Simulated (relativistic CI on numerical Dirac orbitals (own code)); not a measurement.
These numbers are calculated, not measured: Dirac-Coulomb-Breit CI, KLI orbitals optimised for each configuration, QED by a radiative potential, valence Slater integrals scaled by 0.9, P86 correlation estimate, and configurations built on the next ion tied to the tabulated ionisation energy (semi-empirical) (own radial code, finite nucleus).

Configurations in the expansion (outside the closed core [Ne]): 3s², 3s3d, 3s4s, 3s4p, 3s3p, 3s4d, 3s5s, 3s4f, 3p², 3d², 3p3d, 3p4s, 3d4s, 3s5p, 3s5d, 4s², 3s5f, 3s5g. Levels of other configurations are missing.

Configurations that consist of the next ion and one excited electron were tied to the tabulated ionisation energy; Rydberg ones are usually within 1,000 to 3,000 cm⁻¹ and the lowest ones within about 6,000 (9,000 in d shells), while levels on excited terms of the next ion carry the error of that term, and the other configurations can be misplaced by 10,000 cm⁻¹ or more. Rates follow the energies as ν³ (E1, M1) or ν⁵ (E2), so rates, branching and lifetimes can be off by large factors.

Outline of the computed level scheme of Sc X. Lowest level of each configuration: 3s² ¹S0 at 0.000 eV; 3s3p ³P°0 at 19.597 eV; 3p² ¹D2 at 46.411 eV; 3s3d ³D1 at 56.807 eV; 3p3d ³F°2 at 77.644 eV; 3s4s ³S1 at 111.886 eV; 3d² ³F2 at 114.495 eV; 3s4p ³P°0 at 121.404 eV; 3s4d ³D1 at 133.796 eV.

Some strong electric-dipole decays among the lowest 45 levels: 3s4s ¹S0 → 3s3p ¹P°1 (8.3e+10 s⁻¹); 3s4d ³D3 → 3s3p ³P°2 (6.9e+10 s⁻¹); 3s4d ¹D2 → 3s3p ¹P°1 (5.8e+10 s⁻¹); 3s4s ³S1 → 3s3p ³P°2 (5.5e+10 s⁻¹); 3s4p ¹P°1 → 3s² ¹S0 (5.4e+10 s⁻¹); 3s4d ³D2 → 3s3p ³P°1 (5.1e+10 s⁻¹); 3s4d ³D1 → 3s3p ³P°0 (3.8e+10 s⁻¹); 3s4s ³S1 → 3s3p ³P°1 (3.2e+10 s⁻¹).

LS names give the leading component of a level, which can be under half, so a name can repeat, a term be missing and a line seem to break the LS rules.
